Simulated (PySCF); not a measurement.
Input for PySCF: R-M06-2X/6-31G* on C5H12 (SMILES CCCCC), a point of a torsion scan.

```python
from pyscf import gto, scf, dft, mp
from pyscf.data.elements import chemcore

mol = gto.M(
    atom='''
    C     2.32178352    0.72990113    0.34828739
    C     1.05190493   -0.04024514    0.69313552
    C     0.09117700   -0.13433049   -0.50081253
    C     0.16824322   -1.47548520   -1.23323915
    C    -0.49985512   -2.60656472   -0.46070908
    H     2.83999353    0.25976134   -0.48509011
    H     2.99814207    0.75606076    1.20012767
    H     2.08301089    1.75394339    0.06937675
    H     1.31957123   -1.04076450    1.03428359
    H     0.55606058    0.46467628    1.52510017
    H    -0.93704780    0.00927803   -0.16085389
    H     0.31586817    0.67169932   -1.20174848
    H    -0.32266546   -1.37782790   -2.20461513
    H     1.21521895   -1.72663957   -1.41818090
    H    -0.41917752   -3.54170429   -1.01056692
    H    -0.03669605   -2.74431282    0.51335491
    H    -1.55489130   -2.38886393   -0.30744282
    ''',
    basis='6-31g*',
    cart=True,
    charge=0, spin=0, verbose=3, max_memory=1800)
mf = dft.RKS(mol, xc='m062x')
mf.conv_tol = 1e-8
mf.max_cycle = 100
mf.kernel()
if not mf.converged:
    mf = mf.newton().run(mf.mo_coeff, mf.mo_occ)
```

**Question.** Give the final energy of this run.

**Answer.** -197.6450 hartree.
